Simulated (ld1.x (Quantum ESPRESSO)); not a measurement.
**How hard is this phosphorus PAW potential?**

P, PAW, made with ld1.x (Quantum ESPRESSO) 7.5 (PBEsol, non-relativistic). Core [Ne], reference 3s2 3p3. Waves: 3s (bound): rcut 1.20, rcutus 1.65 bohr; 3s channel at 0.65 Ry: rcut 1.20, rcutus 1.65 bohr; 3p (bound): rcut 1.75, rcutus 2.05 bohr; 3p channel at 4.75 Ry: rcut 1.75, rcutus 2.05 bohr; 3d channel at 0.45 Ry: rcut 1.80, rcutus 2.20 bohr. Local part: all-electron potential smoothed inside 1.65 bohr (lloc = -1). Core correction: Bessel-smoothed model core inside 1.20 bohr. Augmentation charge: PSQ, inside the norm-conserving radii.

The pseudo-atom Hamiltonian at the reference potential is diagonalised in spherical Bessel functions j_l(qr) that vanish at 20 bohr, with q² up to the cutoff. All-electron valence levels (Ry): 3s -1.0174, 3p -0.4035.

How do the lowest levels (Ry) of each channel move with the cutoff, and are there ghosts?

```json
{"cutoff (Ry)": "8", "s #1": "-1.0109", "p #1": "-0.3899", "d #1": "0.0653", "d #2": "0.1462", "f #1": "0.1146", "Σ f·Δε (mRy)": "54.0"}
{"cutoff (Ry)": "10", "s #1": "-1.0142", "p #1": "-0.3976", "d #1": "0.0651", "d #2": "0.1455", "f #1": "0.1146", "Σ f·Δε (mRy)": "24.5"}
{"cutoff (Ry)": "12", "s #1": "-1.0162", "p #1": "-0.4012", "d #1": "0.0651", "d #2": "0.1450", "f #1": "0.1146", "Σ f·Δε (mRy)": "9.7"}
{"cutoff (Ry)": "15", "s #1": "-1.0170", "p #1": "-0.4031", "d #1": "0.0650", "d #2": "0.1447", "f #1": "0.1146", "Σ f·Δε (mRy)": "2.3"}
{"cutoff (Ry)": "18", "s #1": "-1.0172", "p #1": "-0.4034", "d #1": "0.0650", "d #2": "0.1446", "f #1": "0.1146", "Σ f·Δε (mRy)": "0.9"}
{"cutoff (Ry)": "21", "s #1": "-1.0172", "p #1": "-0.4035", "d #1": "0.0650", "d #2": "0.1446", "f #1": "0.1146", "Σ f·Δε (mRy)": "0.6"}
{"cutoff (Ry)": "25", "s #1": "-1.0173", "p #1": "-0.4035", "d #1": "0.0650", "d #2": "0.1446", "f #1": "0.1146", "Σ f·Δε (mRy)": "0.5"}
{"cutoff (Ry)": "400", "s #1": "-1.0175", "p #1": "-0.4036", "d #1": "0.0650", "d #2": "0.1446", "f #1": "0.1146", "Σ f·Δε (mRy)": "0.0"}
```

Result: no extra level below or beside the all-electron valence levels (s, p, d, f tested); 10 mRy is reached at 12 Ry and 1 mRy at 18 Ry.
